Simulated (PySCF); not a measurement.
Run record: excited-state job, `B[As](B)BC`.

Method: TDDFT CAM-B3LYP/def2-SVPD, vertical, gas phase, core orbitals frozen in the response (PySCF 2.14.0, density-fitted response routines). Geometry: GFN2-xTB. The input is one job of a driver script: a line of settings, then coordinates in Å.

Command:
```bash
OMP_NUM_THREADS=1 python probes_run.py task.json out
```

Input:
```
{"job": {"kind": "uv", "xc": "CAM-B3LYP", "basis": "def2-SVPD", "nstates": 8, "ntriplets": 3}, "charge": 0, "multiplicity": 1}
B      1.856114     1.608792     0.911769
As     0.807397     0.093550     0.375289
B      1.519666    -0.999645    -1.032169
B     -1.123230     0.264515     0.536366
C     -2.134142    -0.714784    -0.173621
H      1.383933     2.479362     1.540530
H      2.993698     1.678222     0.633940
H      0.850489    -1.760310    -1.624050
H      2.655529    -0.931551    -1.317961
H     -1.569654     1.132172     1.194218
H     -1.660303    -1.542675    -0.700061
H     -2.739713    -0.170021    -0.900150
H     -2.844171    -1.137142     0.538172
```

Output:
```
coarse grid: 47832 points
cycle   1  E = -2352.9517230678  dE = -4.089e-01  |g| = 3.206e-01  |ddm| = 4.812e+00
cycle   2  E = -2352.9682170994  dE = -1.649e-02  |g| = 2.297e-01  |ddm| = 7.296e-01
cycle   3  E = -2352.9773914006  dE = -9.174e-03  |g| = 3.406e-02  |ddm| = 3.359e-01
cycle   4  E = -2352.9777308768  dE = -3.395e-04  |g| = 9.529e-03  |ddm| = 1.020e-01
cycle   5  E = -2352.9777611728  dE = -3.030e-05  |g| = 2.540e-03  |ddm| = 2.735e-02
cycle   6  E = -2352.9777631646  dE = -1.992e-06  |g| = 7.054e-04  |ddm| = 6.221e-03
final grid: 100888 points
cycle   7  E = -2352.9777698079  dE = -1.581e-07  |g| = 5.277e-04  |ddm| = 3.394e-03
cycle   8  E = -2352.9777698388  dE = -3.086e-08  |g| = 4.248e-04  |ddm| = 1.617e-03
cycle   9  E = -2352.9777698848  dE = -4.603e-08  |g| = 3.536e-05  |ddm| = 5.892e-04
cycle  10  E = -2352.9777698857  dE = -8.804e-10  |g| = 1.697e-05  |ddm| = 1.078e-04
converged SCF energy = -2352.9777698857

Static polarisability (au): isotropic 93.188, principal 64.357 102.190 113.016

Singlet excitations
state   eV       nm        f      main configurations
  1   4.5474    272.6   0.19754   H->L 0.96
  2   4.7428    261.4   0.23005   H->L+1 0.95
  3   5.0793    244.1   0.00228   H-2->L 0.51, H-1->L+1 0.28, H-1->L 0.14
  4   5.1707    239.8   0.00245   H-1->L 0.65, H-2->L 0.14, H-2->L+1 0.12
  5   5.2701    235.3   0.00483   H-1->L+1 0.63, H-2->L 0.24
  6   5.6263    220.4   0.00171   H-2->L+1 0.76, H-1->L 0.10
  7   6.2431    198.6   0.00280   H-4->L 0.29, H-3->L 0.21, H-3->L+1 0.21
  8   6.3157    196.3   0.00395   H-3->L+1 0.47, H-4->L 0.16, H-5->L 0.10

Triplet excitations (Tamm-Dancoff, eV): 3.3800 3.7230 4.4859
```

The SCF starts on a coarse grid where the log names one; the energy can jump when the final grid takes over, and dE then counts from the start density on the new grid. H and L stand for HOMO and LUMO; the number after each pair is its weight.

Q: Which computed singlet has the largest oscillator strength, and what do all of them sum to?

A: State 2 at 4.74 eV (261 nm), f = 0.230; the 8 states sum to 0.446.

Summary of the converged run: HOMO -8.54 eV, LUMO -1.17 eV; lowest singlet 4.55 eV; lowest triplet 3.38 eV (Tamm–Dancoff); mean polarisability 93.2 au.

 The CAM-B3LYP/def2-SVPD calculation is non-relativistic and has no spin–orbit coupling, an omission that weighs most on arsenic.

The run took 53 s on an AMD EPYC with one thread, on a shared host, and the process peaked at 0.85 GiB of memory.

One conformer stands for the species.
Labels such as C1 count atoms from 1, the log's own numbers from 0.
